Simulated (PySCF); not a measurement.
Te(CN)2, C2N2Te.
SMILES: `N#C[Te]C#N`

Computed with PySCF, PBE0-D3(BJ)/def2-SVP geometry optimisation, gas phase, def2 core potentials past Kr.

Take the most abundant isotopes and a rigid rotor. 

What are A, B and C (MHz)?

Ia = 125.82, Ib = 216.11, Ic = 341.93 u·Å²; 505379 MHz·u·Å²/I gives A = 4017, B = 2339, C = 1478 MHz.

What kind of rotor is it?

An asymmetric top: κ = (2 × 2339 − 4017 − 1478)/(4017 − 1478) = -0.32.

Is it planar, by Δ = Ic − Ia − Ib?

Planar: Δ = Ic − Ia − Ib = 0.00 u·Å². For a rigid frame Δ = −2 Σ m c², so it vanishes when all atoms lie in the ab plane; here none is more than 0.01 Å from it.

Where do the levels up to J = 3 lie, in MHz?

Above 0(0,0):
J = 1: 1(0,1) 3817, 1(1,1) 5495, 1(1,0) 6355
J = 2: 2(0,2) 11194, 2(1,2) 12267, 2(1,1) 14849, 2(2,1) 19883, 2(2,0) 20139
J = 3: 3(0,3) 21742, 3(1,3) 22285, 3(1,2) 27398, 3(2,2) 31333, 3(2,1) 32491, 3(3,1) 42017, 3(3,0) 42067
Those of J = 1 are B + C, A + C and A + B.

Which types of transition are allowed, and where do some lines up to J = 5 fall?

The dipole components are |μa| = 0.00 D, |μb| = 4.55 D, |μc| = 0.00 D; the symmetry axis of this C2v structure is b, so μa and μc vanish by symmetry and there are no a-type or c-type lines. Some lines, for components of 0.1 D or more:

| type | branch | J(Ka,Kc) | MHz | lower level (cm⁻¹) |
| --- | --- | --- | --- | --- |
| b | Q | 1(1,0) ← 1(0,1) | 2539 | 0.127 |
| b | Q | 2(1,1) ← 2(0,2) | 3655 | 0.373 |
| b | Q | 2(2,0) ← 2(1,1) | 5290 | 0.495 |
| b | R | 1(1,1) ← 0(0,0) | 5495 | 0.000 |
| b | R | 3(1,2) ← 2(2,1) | 7514 | 0.663 |
| b | Q | 5(3,2) ← 5(2,3) | 7876 | 2.353 |
| b | R | 2(1,2) ← 1(0,1) | 8451 | 0.127 |
| b | Q | 4(3,1) ← 4(2,2) | 8660 | 1.646 |
| b | Q | 3(2,2) ← 3(1,3) | 9049 | 0.743 |
| b | R | 3(0,3) ← 2(1,2) | 9474 | 0.409 |
| b | R | 3(1,3) ← 2(0,2) | 11091 | 0.373 |
| b | Q | 4(3,2) ← 4(2,3) | 11283 | 1.548 |
| b | R | 5(2,3) ← 4(3,2) | 12871 | 1.924 |
| b | Q | 5(2,4) ← 5(1,5) | 13284 | 1.722 |
| b | Q | 4(4,1) ← 4(3,2) | 14425 | 1.924 |
| b | R | 2(2,0) ← 1(1,1) | 14644 | 0.183 |
| b | R | 5(1,5) ← 4(0,4) | 16427 | 1.174 |
| b | R | 3(2,1) ← 2(1,2) | 20224 | 0.409 |
| b | R | 5(2,4) ← 4(1,3) | 21207 | 1.458 |
| b | R | 4(4,1) ← 3(3,0) | 30037 | 1.403 |
| b | R | 4(4,0) ← 3(3,1) | 30095 | 1.402 |
| b | R | 5(2,3) ← 4(1,4) | 35115 | 1.182 |

Estimate the classical rotational partition function at 10 K, 25 K and 50 K.

Point group C2v, symmetry number σ = 2; q = (√π/σ)·√((kT/h)³/(ABC)), k/h = 20836.6 MHz/K: 715 at 10 K, 2830 at 25 K, 8000 at 50 K.

PBE0-D3(BJ)/def2-SVP frequencies: not computed here. These are rigid-rotor constants of the computed structure; measured ground-state constants (B0) also hold zero-point vibration. Quadrupole hyperfine structure (14N) is left out.

On one thread of an Arm Neoverse V1, no GPU, on a shared host, this took 20 s of wall time and 0.32 GiB of memory at its peak. That covers the optimisation of the geometry.
